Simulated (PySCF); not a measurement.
**AsOF + 2 HF → AsF₃ + H₂O**

Level: PBE0 in the def2-TZVP basis family, all electrons, no relativity, computed in PySCF with density fitting; open shells unrestricted.

```json
{"species": "AsOF", "state and structure": "singlet, Cs, As–F 1.744 Å, As–O 1.597 Å; F–As–O 105.7°", "E (Eh)": "-2410.58755", "ZPE (kJ/mol)": "12.3", "H(298 K) − H(0) (kJ/mol)": "11.4", "S° (J/(mol K))": "272.2"}
{"species": "HF", "state and structure": "singlet, C∞v, H–F 0.920 Å", "E (Eh)": "-100.39188", "ZPE (kJ/mol)": "24.9", "H(298 K) − H(0) (kJ/mol)": "8.7", "S° (J/(mol K))": "173.6"}
{"species": "AsF₃", "state and structure": "singlet, C3v, As–F 1.715 Å (×3); F–As–F 95.9° (×3)", "E (Eh)": "-2535.07144", "ZPE (kJ/mol)": "18.0", "H(298 K) − H(0) (kJ/mol)": "14.2", "S° (J/(mol K))": "289.0"}
{"species": "H₂O", "state and structure": "singlet, C2v, O–H 0.960 Å (×2); H–O–H 105.1°", "E (Eh)": "-76.37736", "ZPE (kJ/mol)": "56.5", "H(298 K) − H(0) (kJ/mol)": "9.9", "S° (J/(mol K))": "188.7"}
```

What is the electronic reaction energy?

At PBE0/def2-TZVP, ΔE = -203.4 kJ/mol from the differences of the total energies times 2625.5, downhill. Ligand exchange with HF takes part in thermal etching.

Add zero-point, thermal and entropy terms for 298.15 K and 1 bar.

ΔZPE = 12.4 and Δ[H(298) − H(0)] = -4.7 kJ/mol give ΔH° = -195.7 kJ/mol. ΔS° = -141.7 J/(mol K), so ΔG° = -195.7 − 298.15 × (-0.1417) = -153 kJ/mol. ΔG° would change sign near 1380 K if ΔH° and ΔS° stayed fixed.

Each species is the lowest minimum found with this bonding; other isomers or fragments can lie lower.
